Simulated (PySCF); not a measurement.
Sn(Cl)2(OH)2 (Cl₂H₂O₂Sn), SMILES [Sn]([OH])([OH])([Cl])[Cl].

Geometry: B3LYP-D3(BJ)/def2-SVP. A frequency run showed that this geometry is not a minimum. The structure was generated by enumeration; whether it is a known compound was not checked. The def2 effective core potentials stand for the cores of Sn; spin–orbit coupling is left out. One conformer was computed; it need not be the lowest.

Two levels are set side by side: TDDFT-PBE/def2-SVPD (PySCF) and TDDFT-ωB97X/def2-SVPD (PySCF). Vertical, same geometry. The lowest singlet is HOMO→LUMO 99 % with PBE and HOMO→LUMO 82 % with the other functional; states are paired by order. Differences are taken from unrounded values.

```csv
quantity,TDDFT-ωB97X,TDDFT-PBE,TDDFT-PBE minus TDDFT-ωB97X
lowest singlet excitation (eV),5.62,4.07,-1.55
lowest triplet excitation (TDA) (eV),5.20,3.78,-1.42
first bright state (f over 0.05) (eV),5.99,4.62,-1.37
its oscillator strength,0.05,0.07,0.01
```

Functionals without exact exchange tend to place singlet excitations lower, as here. Differences between two approximate levels are no errors against the true value.

Rough cost on one machine, each run with all the roots and properties that it gave: TDDFT-ωB97X against TDDFT-PBE about 7 times.
